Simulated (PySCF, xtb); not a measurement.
C₄H₁₀Si₂, SMILES C[Si@H]1C=CC[SiH2]1. Other conformers were not sampled.

Harmonic wavenumbers (cm⁻¹) from GFN2-xTB run with xtb at its own minimum, in rising order: 56, 117, 129, 148, 307, 323, 382, 452, 530, 544, 571, 624, 642, 672, 693, 751, 771, 791, 806, 825, 838, 931, 995, 1116, 1150, 1261, 1323, 1370, 1462, 1490, 1493, 1653, 2126, 2187, 2203, 2937, 2964, 2989, 3033, 3035, 3039, 3045.

Problem. What does PySCF with PBE-D3(BJ)/def2-SVP give at its own minimum? (An estimate is asked for; the answer gives what the named calculation found.)

Solution. 31, 138, 154, 158, 325, 336, 412, 438, 529, 556, 623, 631, 648, 665, 694, 728, 742, 805, 827, 865, 900, 922, 965, 1079, 1098, 1195, 1209, 1294, 1351, 1382, 1383, 1600, 2128, 2143, 2156, 2967, 2975, 3007, 3035, 3074, 3083, 3084. Paired by order, the mean absolute difference is 35 cm⁻¹ and the zero-point energies are 75.5 and 74.8 kcal/mol.
